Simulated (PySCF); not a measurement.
Delta-SCF ions had no search for a lower state. Excitations are Tamm–Dancoff values on a coarser integration grid. The basis has no diffuse functions, so Rydberg states are missing or too high.

# C5H4O, SMILES `C#COC#CC` (charge 0, multiplicity 1)

The numbers are results of PySCF with ωB97X-D3(BJ)/def2-TZVP // PBE0-D3(BJ)/def2-TZVP, not measurements.

```yaml
HOMO: -9.43 eV
dipole_moment: 1.42 D
LUMO: 3.01 eV
HOMO–LUMO gap: 12.44 eV
S1 excitation (TDA): 6.62 eV
S1 oscillator strength: 0.002
T1 excitation (TDA): 5.91 eV
S1–T1 gap (TDA): 0.71 eV
vertical ionisation energy (Delta-SCF): 9.40 eV
total_energy: -268.1654 Ha
cost: very roughly 4 core-minutes
```

Bonded distances (Å): C1–C2 1.195, C1–H7 1.063, C2–O3 1.309, O3–C4 1.319, C4–C5 1.196, C5–C6 1.451, C6–H8 1.092, C6–H9 1.092, C6–H10 1.092. Bond angles (°): C2–C1–H7 179.3, C1–C2–O3 176.1, C2–O3–C4 117.5, O3–C4–C5 176.0, C4–C5–C6 179.1, C5–C6–H8 111.1, C5–C6–H9 111.1, C5–C6–H10 110.5, H8–C6–H9 108.2, H8–C6–H10 107.9, H9–C6–H10 107.9.
